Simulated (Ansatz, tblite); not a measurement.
Cost and result up the ladder for trans-CoF2(H2O)4 (CoO4F2H8) (15 atoms). Charge 0, multiplicity 4. Geometry: r2SCAN-D4/def2-SVP.

```xyz
15

Co    0.001    0.000    0.001
F     1.705   -0.153   -0.977
F    -1.702    0.150    0.980
O     0.623   -2.087    0.089
H     1.024   -2.342    0.931
H     1.356   -1.653   -0.437
O    -0.626    2.086   -0.091
H    -1.356    1.650    0.438
H    -1.031    2.334   -0.933
O    -1.509   -0.764   -1.322
H    -2.046   -0.610   -0.501
H    -1.336   -1.717   -1.331
O     1.510    0.769    1.322
H     1.338    1.723    1.329
H     2.048    0.613    0.503
```

Ansatz on 4 threads of Arm Neoverse V1 on a shared host; xTB runs through tblite on one thread. Times are rough, summed over both states, and most runs start from the orbitals of an earlier one. PBE0-D4/def2-TZVP serves as the yardstick here, not as an exact answer. The other state is a quintet, and no other spin of it was run.

The xTB rows come from tblite.

Raw xTB energies of ions are shifted by several eV, and xTB has no spin-polarisation term.

| level | functions | vertical IE (eV) | difference from PBE0-D4/def2-TZVP (eV) |
| --- | --- | --- | --- |
| PBE-D4/def2-TZVP | 279 | 8.68 | -0.88 |
| GFN1-xTB | 49 | 15.29 | 5.73 |
| GFN2-xTB | 41 | 13.47 | 3.91 |
| PBE0-D4/def2-TZVP (with forces) | 279 | 9.56 | 0.00 |
| r2SCAN-D4/def2-TZVP (with forces) | 279 | 8.99 | -0.57 |

(1) Estimate how long each takes.

Results:

(1) GFN2-xTB 0.01 s; GFN1-xTB 0.017 s; PBE-D4/def2-TZVP 19 s; PBE0-D4/def2-TZVP (with forces) 81 s; r2SCAN-D4/def2-TZVP (with forces) 96 s. On shared hardware such times vary by a factor of up to 3.
